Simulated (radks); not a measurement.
Results of a calculation; reference values are marked as such.
Question: Lu+, configuration [Xe] 4f14 6s2. Level of theory: Dirac Kohn-Sham, PBE, spin-unpolarised, spherical densities, point nucleus (a radial shooting solver on a logarithmic mesh with Libxc functionals). Some entries of the table are withheld. Estimate them.

| orbital | occ. | eigenvalue (hartree) | <1/r> (bohr^-1) |
|---|---|---|---|
| 1s1/2 | 2 | -2321.577 | 82.25 |
| 2s1/2 | 2 | -395.2038 | 19.89 |
| 2p1/2 | 2 | -377.1794 | 19.86 |
| 2p3/2 | 4 | -336.1078 | 16.96 |
| 3s1/2 | 2 | (1) | 7.294 |
| 3p1/2 | 2 | -81.84351 | 7.208 |
| 3p3/2 | 4 | -73.08286 | 6.463 |
| 3d3/2 | 4 | -59.58554 | 6.352 |
| 3d5/2 | 6 | -57.67312 | 6.173 |
| 4s1/2 | 2 | -18.13705 | 3.054 |
| 4p1/2 | 2 | (2) | 2.943 |
| 4p3/2 | 4 | (3) | 2.683 |
| 4d3/2 | 4 | -7.58025 | 2.462 |
| 4d5/2 | 6 | -7.21658 | 2.398 |
| 5s1/2 | 2 | -2.56590 | 1.144 |
| 5p1/2 | 2 | -1.66796 | 1.010 |
| 5p3/2 | 4 | -1.41201 | 0.9196 |
| 4f5/2 | 6 | -0.70853 | 1.846 |
| 4f7/2 | 8 | -0.65251 | 1.814 |
| 6s1/2 | 2 | -0.40594 | (4) |

Answer: 
(1) 3s1/2 eigenvalue (hartree): -89.80684
(2) 4p1/2 eigenvalue (hartree): -14.89600
(3) 4p3/2 eigenvalue (hartree): -12.90333
(4) 6s1/2 <1/r> (bohr^-1): 0.3858
